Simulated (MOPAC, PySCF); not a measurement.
Donor–acceptor adduct: BH3 (SMILES B) (first 4 atoms) with CHN (SMILES C#N); geometry from B3LYP-D3(BJ)/def2-TZVP, rigid monomers moved along the line of their centres of mass till B1···N6 is 2.16 Å.
(charge 0, multiplicity 1):
```xyz
7

B     -0.097     0.048     0.770
H      0.666     0.927     0.451
H      0.204    -1.031     0.322
H     -1.256     0.333     0.591
C      0.233    -0.245     4.040
N      0.119    -0.143     2.909
H      0.339    -0.339     5.096
```

Interaction energies are E(AB) − E(A) − E(B) at the monomers' geometry in the complex; basis-set methods are counterpoise corrected. Rows marked so take none.

Rows in 6-31G* carry no dispersion term and start afresh at each structure (6-31G* with six Cartesian d functions). The state that AM1 reach isn't checked.

Programs: MOPAC for AM1 (differences of heats of formation); PySCF for 6-31G* rows. 

One of these levels gives -53.0 kJ/mol for the interaction energy. Name it.
(A) B3LYP/6-31G* (no counterpoise)
(B) HF/6-31G* (no counterpoise)
(C) AM1

B, HF/6-31G* (no counterpoise). The others give -34.0 (AM1), -73.2 (B3LYP/6-31G* (no counterpoise))
